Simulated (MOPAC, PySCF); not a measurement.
C₄H₃N, SMILES `C=C=CC#N`, neutral singlet in the gas phase. 

Cartesian coordinates (Å):
```xyz
8

C     -1.6916     0.0430     0.3689
C     -0.4261    -0.2110     0.2797
C      0.8526    -0.4802     0.1878
C      1.8588     0.5232     0.2910
N      2.6953     1.3118     0.3702
H     -2.2018     0.0232     1.3254
H     -2.2776     0.2892    -0.5095
H      1.1906    -1.4991     0.0266
```
Charge 0, spin multiplicity 1.

All levels are single points at this geometry (B3LYP-D3(BJ)/def2-TZVP); Pople sets use spherical d functions. Orbital energies aren't observables, and empty levels follow the basis.

```tsv
level	HOMO (eV)	LUMO (eV)	gap (eV)	dipole (D)	vertical IE, Delta-SCF (eV)
M06-2X/def2-TZVP in PySCF	-9.41	-0.49	8.92	4.45	10.57
B3LYP/6-311+G** in PySCF	-8.04	-1.67	6.37	4.50	–
B3LYP/6-31G* in PySCF	-7.68	-1.24	6.44	4.28	10.12
PBE/6-31G* in PySCF	-6.77	-2.00	4.77	4.17	10.02
SVWN5/6-31G* in PySCF	-6.92	-2.18	4.74	4.27	10.25
HF/3-21G in PySCF	-10.54	2.88	13.42	4.50	–
HF/STO-3G in PySCF	-8.84	6.17	15.01	3.58	–
AM1 in MOPAC	-10.48	0.00	10.49	3.28	–
PM7 in MOPAC	-10.90	-0.42	10.48	4.24	–
```
